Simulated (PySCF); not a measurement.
# Cu²⁺: excitation energy

Cu²⁺ [Ar] 3d9 (2D) → Cu²⁺ [Ar] 3d8 4p1 (high-spin determinant), as a difference of total energies. Computed with PySCF 2.14 in aug-cc-pVTZ-PP with ECP10MDF, with a scalar-relativistic core potential. Correlated levels: valence: 3s2 3p6 frozen. The calculations carry no spin-orbit coupling.

```json
{"method": "UHF", "excitation energy (cm⁻¹)": "104530"}
{"method": "MP2 (valence)", "excitation energy (cm⁻¹)": "122630"}
{"method": "SCS-MP2 (valence)", "excitation energy (cm⁻¹)": "121880"}
{"method": "CCSD (valence)", "excitation energy (cm⁻¹)": "118450"}
{"method": "CCSD(T) (valence)", "excitation energy (cm⁻¹)": "119060"}
```

The determinant of the upper state mixes LS terms, which raises its energy above the lowest term, most at the Hartree-Fock and MP2 levels.
